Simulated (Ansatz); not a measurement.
Consider the ligand exchange at the Si–N bond: `CN[SiH2][SiH2]N` + HCl → `N[SiH2][SiH2]Cl` + CH₃NH₂.

Calculated with Ansatz (gas phase, PBE0-D4/def2-TZVP geometries, no zero-point term in ΔE). CCSD(T)/CBS adds triple-zeta CCSD(T) − MP2 to the extrapolated MP2 energy (def2 sets, frozen cores). This one scheme is used for every species. Functionals use def2-TZVPP. B3LYP here is the variant with VWN-RPA as its local correlation; programs differ in this. Each species was taken in one conformer, which may not be the lowest.

```
             level  ΔE (kJ/mol)  difference from CCSD(T)/CBS
            PBE-D4        -54.7                         -0.2
         r2SCAN-D4        -56.7                         -2.2
           PBE0-D4        -55.8                         -1.3
          B3LYP-D4        -52.6                          1.9
           ωB97X-V        -54.7                         -0.2
           ωB97M-V        -54.6                         -0.1
               PBE        -58.9                         -4.4
              PBE0        -59.6                         -5.1
     HF/def2-TZVPP        -63.7                         -9.2
    MP2/def2-TZVPP        -51.9                          2.6
   CCSD/def2-TZVPP        -50.8                          3.7
CCSD(T)/def2-TZVPP        -49.5                          5.0
     HF/def2-QZVPP        -63.6                         -9.1
    MP2/def2-QZVPP        -54.7                         -0.2
      HF/CBS(def2)        -63.6                         -9.1
    CCSD/CBS(def2)        -55.7                         -1.2
       CCSD(T)/CBS        -54.5                            0
```

Largest T1 diagnostic among the species: 0.011.

The D4 term adds +6.2 kJ/mol with B3LYP and +3.8 kJ/mol with PBE0; it sums over pairs of atoms, weighted by their polarisabilities, and B3LYP, whose exchange is more repulsive, gets the larger term. In def2-TZVPP, CCSD(T) changes the Hartree–Fock value by +14.2 kJ/mol (the triples alone add +1.3 kJ/mol) and MP2 by +11.8 kJ/mol.
